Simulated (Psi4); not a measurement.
Complex: SiH4 (SMILES [SiH4]) (first 5 atoms) with CH2O (SMILES C=O); geometry from B3LYP-D3(BJ)/def2-TZVP, rigid monomers moved along the line of their centres of mass till Si1···O7 is 5.65 Å.
(charge 0, multiplicity 1):
```xyz
9

Si     0.026     0.242     0.177
H      1.299    -0.019     0.888
H      0.355     0.708    -1.194
H     -0.729     1.308     0.869
H     -0.777    -0.994     0.083
C      0.416    -0.928     6.296
O     -0.511    -1.238     5.600
H      0.411    -1.104     7.388
H      1.324    -0.451     5.880
```

Computed with SAPT0/jun-cc-pV(D+d)Z (Psi4).

**Question.** Which attractive term is largest, and how does the interaction split up?

**Answer.** electrostatics -4.5, exchange 0.0, induction -0.4, dispersion -2.1, total -7.0 meV; the largest attraction is electrostatics.
